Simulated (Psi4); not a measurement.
Cl3In, singlet, at a GFN2-xTB geometry (such geometries of metal compounds can be far from the true shape) (all electrons, no relativity); B3LYP/3-21G (Psi4 1.11).

Psi4 was given this input:
```
memory 2 GB

molecule {
0 1
  In   -0.00000000   -0.00000000    0.00000000
  Cl    2.24449596   -0.20389963   -0.44000345
  Cl   -0.90325628   -1.01151285    1.85308124
  Cl   -1.34123968    1.21541248   -1.41307779
}

set basis 3-21g
set scf_type pk

energy('b3lyp')
print_variables()
```

### Question
Predict the main parts of the log of this Psi4 run.

### Answer

```
   => Loading Basis Set <=

    Name: 3-21G
    Role: ORBITAL
    Keyword: BASIS

         ---------------------------------------------------------
                                   SCF
               by Justin Turney, Rob Parrish, Andy Simmonett
                          and Daniel G. A. Smith
                              RKS Reference
         ---------------------------------------------------------

  ==> Geometry <==

    Molecular point group: c2v
    Full point group: D1h

    Geometry (in Angstrom), charge = 0, multiplicity = 1:

       Center              X                  Y                   Z               Mass
    ------------   -----------------  -----------------  -----------------  -----------------
         IN           0.000000000000     0.000000000000     0.000000000000   114.903878776000
         CL           1.988644049140     0.000000000000    -1.148144180310    34.968852682000
         CL           0.000000000000     0.000000000000     2.296288360619    34.968852682000
         CL          -1.988644049140    -0.000000000000    -1.148144180310    34.968852682000

  Running in c2v symmetry.

  Rotational constants: A =      0.06095  B =      0.06095  C =      0.03047 [cm^-1]
  Rotational constants: A =   1827.22366  B =   1827.22365  C =    913.61183 [MHz]
  Nuclear repulsion =  691.246031408659064

  Charge       = 0
  Multiplicity = 1
  Electrons    = 100
  Nalpha       = 50
  Nbeta        = 50

  ==> Algorithm <==

  SCF Algorithm Type is PK.
  DIIS enabled.
  MOM disabled.
  Fractional occupation disabled.
  Guess Type is SAD.
  Energy threshold   = 1.00e-06
  Density threshold  = 1.00e-06
  Integral threshold = 1.00e-12

  ==> Primary Basis <==

  Basis Set: 3-21G
    Blend: 3-21G
    Number of shells: 34
    Number of basis functions: 72
    Number of Cartesian functions: 72
    Spherical Harmonics?: false
    Max angular momentum: 2

  ==> DFT Potential <==

   => LibXC <=

    Version 7.1.2
    S. Lehtola, C. Steigemann, M. J. T. Oliveira, and M. A. L. Marques,  SoftwareX 7, 1–5 (2018) (10.1016/j.softx.2017.11.002)

   => Composite Functional: B3LYP <=

    B3LYP Hyb-GGA Exchange-Correlation Functional

    P. J. Stephens, F. J. Devlin, C. F. Chabalowski, and M. J. Frisch,  J. Phys. Chem. 98, 11623 (1994) (10.1021/j100096a001)

    Deriv               =              1
    GGA                 =           TRUE
    Meta                =          FALSE

    Exchange Hybrid     =           TRUE
    MP2 Hybrid          =          FALSE

   => Exchange Functionals <=

    0.0800   Slater exchange
    0.7200         Becke 88

   => Exact (HF) Exchange <=

    0.2000               HF

   => Correlation Functionals <=

    0.1900   Vosko, Wilk & Nusair (VWN5_RPA)
    0.8100   Lee, Yang & Parr

   => LibXC Density Thresholds  <==

    XC_HYB_GGA_XC_B3LYP:  1.00E-15

   => Molecular Quadrature <=

    Radial Scheme          =       TREUTLER
    Pruning Scheme         =           NONE
    Nuclear Scheme         =       TREUTLER

    Blocking Scheme        =         OCTREE
    BS radius alpha        =              1
    Pruning alpha          =              1
    Radial Points          =             75
    Spherical Points       =            302
    Total Points           =          85010
    Total Blocks           =            765
    Max Points             =            255
    Max Functions          =             64
    Weights Tolerance      =       1.00E-15

  ==> Integral Setup <==

  Using in-core PK algorithm.
   Calculation information:
      Number of atoms:                   4
      Number of AO shells:              34
      Number of primitives:             78
      Number of atomic orbitals:        72
      Number of basis functions:        72

      Integral cutoff                 1.00e-12
      Number of threads:                 1

  Performing in-core PK
  Using 6909012 doubles for integral storage.
  We computed 115819 shell quartets total.
  Whereas there are 177310 unique shell quartets.

  ==> DiskJK: Disk-Based J/K Matrices <==

    J tasked:                  Yes
    K tasked:                  Yes
    wK tasked:                  No
    Schwarz Cutoff:          1E-12

  Minimum eigenvalue in the overlap matrix is 1.2731660316E-03.
  Reciprocal condition number of the overlap matrix is 3.0281523462E-04.
    Using symmetric orthogonalization.

  ==> Pre-Iterations <==

  SCF Guess: Superposition of Atomic Densities via on-the-fly atomic UHF (no occupation information).

   -------------------------
    Irrep   Nso     Nmo
   -------------------------
     A1        34      34
     A2         5       5
     B1        20      20
     B2        13      13
   -------------------------
    Total      72      72
   -------------------------

  ==> Iterations <==

                        Total Energy        Delta E     RMS |[F,P]|

   @RKS iter SAD: -7088.09348346705428   -7.08809e+03   0.00000e+00
   @RKS iter   1: -7091.45589762025884   -3.36241e+00   1.82917e-02 DIIS/ADIIS
   @RKS iter   2: -7091.67162349191585   -2.15726e-01   8.32884e-03 DIIS/ADIIS
   @RKS iter   3: -7091.74757649926596   -7.59530e-02   4.46823e-03 DIIS/ADIIS
   @RKS iter   4: -7091.77067517305386   -2.30987e-02   4.25224e-04 DIIS/ADIIS
   @RKS iter   5: -7091.77083955735816   -1.64384e-04   3.15111e-05 DIIS
   @RKS iter   6: -7091.77084160664253   -2.04928e-06   2.65418e-06 DIIS
   @RKS iter   7: -7091.77084161806488   -1.14223e-08   6.92623e-08 DIIS
  Energy and wave function converged.

  ==> Post-Iterations <==

   Electrons on quadrature grid:
      Ntotal   =  100.0000303209 ; deviation = 3.032e-05

    Orbital Energies [Eh]
    ---------------------

    Doubly Occupied:

[...]
    Virtual:

[...]
      34A1   196.638595

    Final Occupation by Irrep:
             A1    A2    B1    B2
    DOCC [    23,    4,   14,    9 ]
    NA   [    23,    4,   14,    9 ]
    NB   [    23,    4,   14,    9 ]

  @RKS Final Energy: -7091.77084161806488

   => Energetics <=

    Nuclear Repulsion Energy =            691.2460314086590643
    One-Electron Energy =              -11169.6147091603415902
    Two-Electron Energy =                3580.1843541359980918
    DFT Exchange-Correlation Energy =    -193.5865180023805010
    Empirical Dispersion Energy =           0.0000000000000000
    VV10 Nonlocal Energy =                  0.0000000000000000
    Total Energy =                      -7091.7708416180657878

Computation Completed

Properties will be evaluated at   0.000000,   0.000000,   0.000000 [a0]

Properties computed using the SCF density matrix

 Multipole Moments:

 ------------------------------------------------------------------------------------
     Multipole            Electronic (a.u.)      Nuclear  (a.u.)        Total (a.u.)
 ------------------------------------------------------------------------------------

 L = 1.  Multiply by 2.5417464519 to convert [e a0] to [Debye]
 Dipole X            :          0.0000000            0.0000000            0.0000000
 Dipole Y            :          0.0000000            0.0000000            0.0000000
 Dipole Z            :         -0.0000116            0.0000000           -0.0000116
 Magnitude           :                                                    0.0000116

 ------------------------------------------------------------------------------------

  Variable Map:
  ----------------------------------------------------------------------------
[...]
  Array Variable Map:
  ----------------------------------------------------------------------------
[...]
[...]
```
